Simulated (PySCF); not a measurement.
A species of formula C7H7N has this rotational fingerprint, computed with B3LYP/def2-SVPD in PySCF (dipole) on a GFN2-xTB geometry, gas phase:

```
Rotational constants : A = 5276, B = 1570, C = 1210 MHz
Dipole components    : |μa| = 2.98 D, |μb| = 0.21 D, |μc| = 0.00 D
Inertial defect      : 0.00 u·Å²
κ                    : -0.82
```

Task: Which structure is it? (One computed conformer of each.)
A. `[H]/[N:2]=[CH:3]\[C:4]1=[CH:5][C@@H:6]2[C@@H:7]3[C@H:8]1[C@H:9]23` with N2–C3–C4–C5 4°
B. `[H]/[N:1]=[CH:2]\[c:3]1[cH:4][cH:5][cH:6][cH:7][cH:8]1` with N1–C2–C3–C4 0°

Result: B. It is [H]/N=C\c1ccccc1, an asymmetric top, point group Cs. The candidates at the same level (rigid rotor, commonest isotopes):

| SMILES | A (MHz) | B (MHz) | C (MHz) | μa (D) | μb (D) | μc (D) | Δ (u·Å²) | point group | rotor |
| --- | --- | --- | --- | --- | --- | --- | --- | --- | --- |
| [H]/N=C\c1ccccc1 | 5276 | 1570 | 1210 | 2.98 | 0.21 | 0.00 | 0.00 | Cs | asymmetric top |
| [H]/N=C\C1=C[C@@H]2[C@@H]3[C@H]1[C@H]23 | 6350 | 1555 | 1366 | 3.94 | 0.28 | 0.01 | -34.43 | near Cs | near-prolate asymmetric top |

`[H]/N=C\C1=C[C@@H]2[C@@H]3[C@H]1[C@H]23` has A 20 % too high. In the right answer the mirror of this Cs structure is the ab plane, so μc vanishes by symmetry. No structure here is proved a minimum.
